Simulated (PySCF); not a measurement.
**Dipole response of Ti²⁺ (titanium, charge +2)**

[Ar] 3d2, high-spin 3F determinant. All numbers are calculated (PySCF 2.14, scalar relativity by spin-free X2C-1e, in x2c-QZVPPall with one added diffuse shell each of s, p, d, f, g type (12s8p6d4f3g, 121 functions)). Coupled (time-dependent) response in atomic units; α is the mean over directions.

```tsv
method	mean α (bohr³)	C₆ (like pair)	S(−4)
M06	5.174	15.20	26.55
```

S(−4) is the Cauchy moment in α(ω) = α(0) + S(−4) ω² + …

α(iu) at M06:

```
u (hartree)  α(iu) (bohr³)
          0          5.174
     0.0500          5.110
      0.100          4.935
      0.200          4.430
      0.300          3.930
      0.500          3.172
      0.750          2.536
       1.00          2.081
       1.50          1.459
       2.00          1.064
       3.00         0.6228
       5.00         0.2830
```

A single London oscillator, α(iu) = α/(1 + u²/ω²), gives C₆ = (3/4) ω α². Matching the computed C₆ needs ω = 4 × 15.20 / (3 × 5.174²) = 0.757 hartree.

For an ion, C₆ is the dispersion term alone; charge-induced terms of lower order in 1/R come first.
